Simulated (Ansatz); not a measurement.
Ansatz (an electronic-structure program) input:

Ansatz 0.2 input:
```yaml
crystal:
  periodic: [false, false, false]
  atoms:
    - {symbol: C, position_ang: [1.81036109, -0.42289796, -0.22712303]}
    - {symbol: Ge, position_ang: [-0.17051939, -0.23190718, -0.17786632]}
    - {symbol: O, position_ang: [-0.45142817, 1.44191540, -0.75821535]}
    - {symbol: O, position_ang: [-0.76096244, -0.13496135, 1.53225708]}
    - {symbol: H, position_ang: [2.15838761, -0.26340037, -1.24579159]}
    - {symbol: H, position_ang: [2.20997899, 0.34643785, 0.43408985]}
    - {symbol: H, position_ang: [2.10347758, -1.41201778, 0.11844278]}
    - {symbol: H, position_ang: [-1.24938538, 1.82627143, -0.37706842]}
    - {symbol: H, position_ang: [-0.92888016, -0.99450606, 1.93245380]}
basis:
  gaussian:
    orbitals: cc-pVTZ
hamiltonian:
  xc: pbe
magnetization: {spin_polarized: true, initial_magnetization: 1}
correlation: {method: rpa, electrons: outside_noble_gas}
```

Q: Predict the final energy.

A: -2267.18510 Eh (RPA@PBE/cc-pVTZ). The basis has 203 functions.

It need not be the lowest isomer of its formula.
